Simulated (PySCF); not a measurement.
## Computed structure and properties of [NdOCl]−

System: [NdOCl]− (singlet in the valence; each metal's 4f electrons, 4 of them, lie in its core potential, out of spins and levels); start: template (Cs). Method: PySCF 2.14.0, RKS PBE0, Nd lcecp-0-SVP with ECP50, O def2-SVP, Cl def2-SVP; non-relativistic Hamiltonian with scalar-relativistic core potentials where named; density fitting; no spin-orbit coupling.

Input of the relaxation:

```python
mol = gto.M(atom='''
Nd     0.31800     0.00000    -0.27680
O      2.12990     0.00000     0.53410
Cl    -2.26470     0.00000     0.87900''',
    basis={'Nd': 'lcecp-0-SVP', 'O': 'def2-SVP', 'Cl': 'def2-SVP'},
    ecp={'Nd': 'lcecp-0-SVP'},
    charge=-1, spin=0)
mf = dft.RKS(mol, xc='PBE0')
mf.grids.atom_grid = (50, 194)  # f atoms: unpruned, at least (60, 302)
mf = mf.density_fit()  # fitting sets: Nd AutoAux, O def2-universal-JKFIT, Cl def2-universal-JKFIT
mf.conv_tol = 1e-08; mf.max_cycle = 55
mf.kernel(dm0)  # dm0: converged density of the start geometry
# quasi-Newton relaxation in Cartesian coordinates to a largest gradient under 0.00045 Eh/bohr, steps kept in the point group
```

Run from Python with OMP_NUM_THREADS=2; the lines above give its settings. Where DIIS fails, smearing, a level shift and second-order steps follow.
It took 8.8 s on 2 threads of Arm Neoverse V1, on a shared host, from the converged density of the start.

Course of the relaxation:

| step | energy above end (eV) | largest force component within the symmetry (eV/Å) |
| --- | --- | --- |
| 0 | 0.0209 | 0.630 |
| 1 | 0.0043 | 0.212 |
| 2 | 0.0006 | 0.086 |
| 3 | 0.0002 | 0.062 |
| 4 | 0.0000 | 0.014 |
| 5 | 0.0000 | 0.011 |

Relaxed geometry (Cs):

```xyz
3

Nd    0.3250    0.0000   -0.3342
O     2.1263    0.0000    0.5662
Cl   -2.2681    0.0000    0.9043
```

```
     contact      Å
  Nd1–O2 (O)  2.014
Nd1–Cl3 (Cl)  2.874
```

On the finer grid (75, 302):

| Item | Value |
| --- | --- |
| HOMO | not given (4f levels lie in the core) |
| LUMO | not given (4f levels lie in the core) |
| Dipole about the centre of mass | 7.31 D |
| Set of Mulliken populations of Nd1 outside the core potential | s 2.13, p 6.25, d 1.36, f 0.05 |
| D3(BJ) dispersion energy (not in the energies) | -0.047 eV |

```json
{"atom": "Nd1", "Mulliken (e)": "0.21", "Löwdin (e)": "0.01", "spin (e)": "0.00"}
{"atom": "O2", "Mulliken (e)": "-0.64", "Löwdin (e)": "-0.62", "spin (e)": "0.00"}
{"atom": "Cl3", "Mulliken (e)": "-0.57", "Löwdin (e)": "-0.38", "spin (e)": "0.00"}
```

The 4f levels lie in the core potential and are missing. Their spin isn't counted.

On the grid (50, 194), as all that follows. Harmonic modes: a minimum; lowest 90 cm⁻¹ (negative: unstable), highest 628 cm⁻¹, zero-point energy 0.058 eV.

Rigid scan of O along the line from its metal:

distance to O2 (Å), energy (eV) and a bar:
```
     1.71      1.425 ##############################
     1.81      0.551 ############
     1.91      0.120 ###
     2.01      0.000 
     2.11      0.091 ##
     2.21      0.320 #######
     2.31      0.635 #############
     2.46      1.186 #########################
```

Taking off one Cl (charge -1, singlet; the rest: singlet) in vacuum, both parts rigid, costs 2.66 eV; the small basis without counterpoise inflates it.

Rigid scan of Cl along the line from its metal:

(distance to Cl3 (Å), energy (eV)): (2.57, 0.297), (2.67, 0.114), (2.77, 0.024), (2.87, 0.000), (2.97, 0.021), (3.07, 0.073), (3.27, 0.230), (3.57, 0.516), (3.97, 0.887), (4.47, 1.273)

One start shape was tried, so this needn't be the lowest isomer.

An lcecp potential fixes the number of 4f electrons, so in runs with it no electron can move into or out of that shell; real Nd(II) is rare or takes another configuration.
